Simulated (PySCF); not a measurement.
C₅H₉PS.
InChI=1S/C5H9PS/c1-5-3-2-4-6(5)7/h3,6H,2,4H2,1H3

Computed with PySCF at B3LYP/def2-SVPD, non-relativistic, on one gas-phase PBE0-D3(BJ)/def2-SVP geometry that isn't relaxed in the solvent. The solvent is an IEF-PCM continuum (cavity from Bondi-type radii × 1.2), and excitations are vertical TDDFT with non-equilibrium linear response and a frozen core. Only the electrostatic response of the medium enters.

Gas-phase singlets (H = HOMO, L = LUMO):

| state | E (eV) | λ (nm) | f | leading configuration |
| --- | --- | --- | --- | --- |
| S1 | 4.463 | 278 | 0.010 | H→L 67% |
| S2 | 4.543 | 273 | 0.003 | H-1→L 68% |
| S3 | 5.279 | 235 | 0.001 | H-1→L+1 90% |
| S4 | 5.351 | 232 | 0.015 | H→L+1 91% |
| S5 | 5.740 | 216 | 0.004 | H→L+2 52% |

**Question.** What are the lowest 5 singlets in cyclohexane (ε = 2.017)?

**Answer.** 
```tsv
state	E (eV)	λ (nm)	f	leading configuration	change by rank (eV)
S1	4.703	264	0.016	H→L 69%	+0.240
S2	4.788	259	0.005	H-1→L 70%	+0.245
S3	5.469	227	0.003	H-1→L+1 89%	+0.190
S4	5.541	224	0.028	H→L+1 89%	+0.190
S5	5.926	209	0.011	H→L+3 66%	+0.186
```

**Question.** The ground-state energy changes by -0.139 eV from gas to cyclohexane. By how much does the total energy of gas-phase S1 change?

**Answer.** E(S1) = E(S0) + excitation energy, so it changes by -0.139 + 0.240 = +0.101 eV: it isn't lowered at all, while the ground state is. This is the vertical state, with the slow part of the continuum still set for S0.

**Question.** How do the frontier levels move from gas to cyclohexane?

**Answer.** 
```tsv
orbital	gas (eV)	solvent (eV)	change (eV)
LUMO+2	0.52	0.62	+0.10
LUMO+1	-0.08	0.05	+0.13
LUMO	-0.87	-0.74	+0.13
HOMO	-6.23	-6.37	-0.14
HOMO-1	-6.28	-6.40	-0.12
HOMO-2	-7.53	-7.39	+0.14
HOMO-3	-9.53	-9.54	-0.01
```

The HOMO–LUMO gap goes from 5.36 to 5.62 eV. Rows go by rank; for LUMO+2 the atom shares or the degeneracy differ between the runs, so the row needn't follow one orbital.
